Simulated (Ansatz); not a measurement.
Mulliken charges of C2H4AlFSSi, SMILES `C#C[Si](F)([AlH2])S` from PBE/def2-TZVPP in Ansatz (PBE0-D4/def2-TZVP geometry).

```tsv
atom	x (Å)	y (Å)	z (Å)	charge (e)
C1	2.380	0.433	0.998	0.010
C2	1.248	0.079	0.776	-0.354
Si3	-0.446	-0.426	0.334	0.393
F4	-0.656	-1.889	0.966	-0.258
Al5	-0.911	-0.419	-2.086	0.320
S6	-1.778	0.979	1.230	-0.245
H7	3.380	0.743	1.200	0.212
H8	-2.419	-0.487	-2.573	-0.101
H9	0.276	-0.306	-3.130	-0.103
H10	-0.990	1.241	2.287	0.126
```

By hand: the dipole of these point charges (1 e Å = 4.8032 D).

Σ q r = (0.528, 0.317, -0.227) e Å, of length 0.656 e Å = 3.15 D.

How does the dipole of the full density compare? (Estimate.)

The calculation gave: (0.287, 0.202, -0.070) e Å, 1.72 D; the point charges give 1.83 times that, at 10° from its direction.

Point charges leave out the atoms' own dipoles, such as those of lone pairs, and Mulliken's split depends on the basis, so the two needn't agree.
